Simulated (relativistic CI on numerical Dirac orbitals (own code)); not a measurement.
Pt6+ (5d4) in a crystal field

Calculated by Dirac-Coulomb-Breit CI, KLI orbitals optimised for each configuration, model QED, valence Slater integrals scaled by 0.9, one configuration in a parametric crystal field (own radial code). With so little scaling, terms lie 10 to 35 % too far apart, which can change the order of excited levels.

Field parameters in Wybourne normalisation: Td as Oh with Dq negative (B⁴₀ = 21Dq, B⁴₄ = √(5/14) B⁴₀). The field is a parameter set, without covalency.

S and J are read from ⟨S²⟩ = S(S + 1) and ⟨J²⟩ = J(J + 1) of each level; they are not fictitious spins.

Td, 10Dq = -4450 cm⁻¹, the lowest 10 levels:

```tsv
E (cm⁻¹)	Degeneracy	Irrep	S	J
0.0	1	A1	1.62	0.41
6786	3	T1	1.85	1.16
11626	3	T2	1.91	2.10
12981	2	E	1.91	2.19
15467	3	T1	1.86	3.08
16539	3	T2	1.80	3.32
18598	1	A2	1.78	3.00
18641	1	A1	1.41	3.90
18972	2	E	1.52	3.90
19191	3	T1	1.53	3.93
```

Td, 10Dq = -18650 cm⁻¹, the lowest 10 levels:

```tsv
E (cm⁻¹)	Degeneracy	Irrep	S	J
0.0	1	A1	1.14	2.70
10782	3	T1	1.68	2.20
15011	3	T2	1.74	2.59
15367	1	A1	1.28	3.35
18391	2	E	1.71	3.33
18964	3	T1	1.60	3.57
20332	3	T2	1.55	3.75
21089	2	E	1.16	3.25
22840	1	A2	1.02	3.34
24898	3	T1	1.10	4.16
```

Td, 10Dq = -15100 cm⁻¹, the lowest 10 levels:

```csv
E (cm⁻¹),Degeneracy,Irrep,S,J
0.0,1,A1,1.32,2.13
8975,3,T1,1.75,1.94
13169,3,T2,1.82,2.42
15488,1,A1,1.22,3.44
16276,2,E,1.84,3.01
17118,3,T1,1.72,3.39
18576,3,T2,1.64,3.71
20502,2,E,1.06,3.45
22394,1,A2,1.09,3.26
23260,3,T1,1.08,4.11
```

Td, 10Dq = -11550 cm⁻¹, the lowest 10 levels:

```csv
E (cm⁻¹),Degeneracy,Irrep,S,J
0.0,1,A1,1.47,1.53
7784,3,T1,1.80,1.68
12032,3,T2,1.86,2.30
14727,2,E,1.88,2.75
15940,3,T1,1.80,3.26
16524,1,A1,1.17,3.50
17408,3,T2,1.71,3.65
20338,2,E,1.13,3.58
21901,3,T1,1.21,3.99
21990,1,A2,1.30,3.14
```

Td, 10Dq = -8000 cm⁻¹, the lowest 10 levels:

| E (cm⁻¹) | Degeneracy | Irrep | S | J |
| --- | --- | --- | --- | --- |
| 0.0 | 1 | A1 | 1.57 | 0.95 |
| 7103 | 3 | T1 | 1.83 | 1.41 |
| 11554 | 3 | T2 | 1.89 | 2.20 |
| 13700 | 2 | E | 1.90 | 2.48 |
| 15413 | 3 | T1 | 1.84 | 3.16 |
| 16780 | 3 | T2 | 1.76 | 3.55 |
| 17940 | 1 | A1 | 1.19 | 3.63 |
| 19856 | 2 | E | 1.34 | 3.74 |
| 20492 | 3 | T1 | 1.40 | 3.91 |
| 20658 | 1 | A2 | 1.61 | 3.03 |

Levels of this model without a field, named by their leading LS term: 5D_0 0, 5D_1 6691, 5D_2 12170, 5D_3 16208, 5D_4 18377, 3P_0 26084, 3H_4 27523, 3G_3 32494 cm⁻¹.
